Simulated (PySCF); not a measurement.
# Magnetisability: SMILES C#C[C@@]12C=C[C@@H]1C=C2F, C8H5F

Geometry (Å), atoms numbered from 1 in this order:
```xyz
14

C     2.610    0.734   -1.125
C     1.597    0.412   -0.573
C     0.396    0.023    0.092
C    -0.180    0.906    1.193
C    -1.389    0.969    0.649
C    -1.044    0.097   -0.539
C    -1.144   -1.390   -0.268
C     0.068   -1.445    0.267
F     0.796   -2.405    0.835
H     3.497    1.017   -1.609
H     0.285    1.287    2.081
H    -2.321    1.418    0.932
H    -1.228    0.462   -1.542
H    -1.945   -2.086   -0.414
```

Method: GIAO B3LYP/pcSseg-1 magnetisability, rotational g tensor and spin-rotation constants, non-relativistic, gas phase in PySCF 2.14.0. Geometry: GFN2-xTB.

(1) How diamagnetic is it, and how anisotropic?

(2) Split it along the inertial axes a, b, c into diamagnetic and paramagnetic parts about the centre of mass, with the quadrupole moment.

(3) And the rotational g tensor?

## Answers

(1) Isotropic -1073 × 10⁻³⁰ J/T², or -64.6 × 10⁻⁶ cm³/mol; principal values -1173, -1084, -963 × 10⁻³⁰ J/T², anisotropy 183 × 10⁻³⁰ J/T² (root of half the summed squared differences of the principal values). The susceptibility is in cgs units.

(2) 
```csv
axis,χ (10⁻⁶ cm³/mol),diamagnetic (10⁻⁶ cm³/mol),paramagnetic (10⁻⁶ cm³/mol),summed x² of all electrons (Å²),quadrupole Θ (D Å)
a,-68.3,-623.3,555.0,128.9,+6.19
b,-63.9,-722.9,659.0,105.5,-5.87
c,-61.6,-994.4,932.7,41.5,-0.33
```
Anisotropies 2χaa − χbb − χcc = -11.1 and 2χbb − χaa − χcc = +2.1 × 10⁻⁶ cm³/mol. Θ is traceless in Buckingham's convention.

(3) 
| axis | rotational constant (GHz) | g | nuclear part | electronic part |
| --- | --- | --- | --- | --- |
| a | 2.1542 | -0.0228 | 0.5388 | -0.5617 |
| b | 1.8878 | -0.0176 | 0.5668 | -0.5844 |
| c | 1.2712 | -0.0152 | 0.5418 | -0.5570 |

Asymmetric top; isotopes 12C, 19F, 1H; no vibrational averaging.
